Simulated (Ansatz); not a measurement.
# Molecular dynamics, step by step

CHFOSi (SMILES O=C=[SiH]F), singlet, r2SCAN-D4/6-31G (Ansatz 0.2.0). Settings (timestep in fs, temperature in K; T counts 9 degrees of freedom):

```yaml
hamiltonian: {xc: r2scan, dispersion: d4}
md: {n_steps: 30, timestep: 0.5, temperature: 1500, ensemble: nve, seed: 50, initial_velocities: maxwell_boltzmann}
```

Start (the SMILES describes the start alone):

```tsv
atom	x (Å)	y (Å)	z (Å)
O1	0.2569	-1.4374	1.6971
C2	0.2612	-0.8770	0.6731
Si3	-0.1757	0.6962	-0.1453
F4	-1.2557	0.3645	-1.3035
H5	0.9133	1.2536	-0.9214
```

| step | time (fs) | potential energy less the start (meV) | kinetic energy (meV) | T (K) |
| --- | --- | --- | --- | --- |
| 0 | 0.00 | 0.0 | 581.7 | 1500 |
| 2 | 1.00 | -21.7 | 603.3 | 1556 |
| 4 | 2.00 | -33.0 | 614.7 | 1585 |
| 6 | 3.00 | -43.1 | 625.0 | 1612 |
| 8 | 4.00 | -64.5 | 646.5 | 1667 |
| 10 | 5.00 | -98.6 | 680.4 | 1755 |
| 12 | 6.00 | -133.7 | 715.3 | 1845 |
| 14 | 7.00 | -156.0 | 737.5 | 1902 |
| 16 | 8.00 | -160.2 | 741.8 | 1913 |
| 18 | 9.00 | -150.8 | 732.5 | 1889 |
| 20 | 10.00 | -136.4 | 718.3 | 1852 |
| 22 | 11.00 | -123.7 | 705.6 | 1820 |
| 24 | 12.00 | -113.5 | 695.4 | 1793 |
| 26 | 13.00 | -102.3 | 684.1 | 1764 |
| 28 | 14.00 | -86.5 | 668.3 | 1723 |
| 30 | 15.00 | -66.0 | 647.8 | 1670 |

Step 8, positions (Å) and forces (eV/Å):

| atom | x | y | z | Fx | Fy | Fz |
| --- | --- | --- | --- | --- | --- | --- |
| O1 | 0.262 | -1.431 | 1.687 | 0.274 | -2.697 | 4.114 |
| C2 | 0.234 | -0.935 | 0.666 | 0.227 | 1.796 | -3.453 |
| Si3 | -0.172 | 0.741 | -0.128 | 1.297 | 2.047 | -0.040 |
| F4 | -1.251 | 0.332 | -1.305 | -1.696 | -0.642 | -1.393 |
| H5 | 0.980 | 1.209 | -1.115 | -0.102 | -0.505 | 0.771 |

Step 10, positions (Å) and forces (eV/Å):

```json
{"atom": "O1", "x": "0.263", "y": "-1.433", "z": "1.691", "Fx": "0.265", "Fy": "-2.258", "Fz": "3.248"}
{"atom": "C2", "x": "0.228", "y": "-0.946", "z": "0.658", "Fx": "0.215", "Fy": "1.444", "Fz": "-2.570"}
{"atom": "Si3", "x": "-0.170", "y": "0.754", "z": "-0.124", "Fx": "1.308", "Fy": "1.838", "Fz": "-0.587"}
{"atom": "F4", "x": "-1.253", "y": "0.322", "z": "-1.308", "Fx": "-1.452", "Fy": "-0.505", "Fz": "-1.080"}
{"atom": "H5", "x": "1.003", "y": "1.189", "z": "-1.152", "Fx": "-0.337", "Fy": "-0.519", "Fz": "0.989"}
```

Step 22, positions (Å) and forces (eV/Å):

```
atom       x       y       z      Fx      Fy      Fz
  O1   0.275  -1.464   1.725  -0.144   0.544  -3.389
  C2   0.194  -1.003   0.603   0.451  -0.607   4.162
 Si3  -0.151   0.842  -0.105  -0.055  -0.450  -2.069
  F4  -1.272   0.265  -1.330  -0.046   0.492   0.525
  H5   1.045   0.984  -1.154  -0.206   0.021   0.771
```

Last step (30):

```json
{"atom": "O1", "x (Å)": "0.2818", "y (Å)": "-1.4818", "z (Å)": "1.7178"}
{"atom": "C2", "x (Å)": "0.1788", "y (Å)": "-1.0464", "z (Å)": "0.6175"}
{"atom": "Si3", "x (Å)": "-0.1381", "y (Å)": "0.8996", "z (Å)": "-0.1051"}
{"atom": "F4", "x (Å)": "-1.2866", "y (Å)": "0.2306", "z (Å)": "-1.3407"}
{"atom": "H5", "x (Å)": "1.0351", "y (Å)": "0.8354", "z (Å)": "-1.0070"}
```

Hardware: 2 CPU threads of an Intel Xeon, shared host. Wall time about 2.3 min.
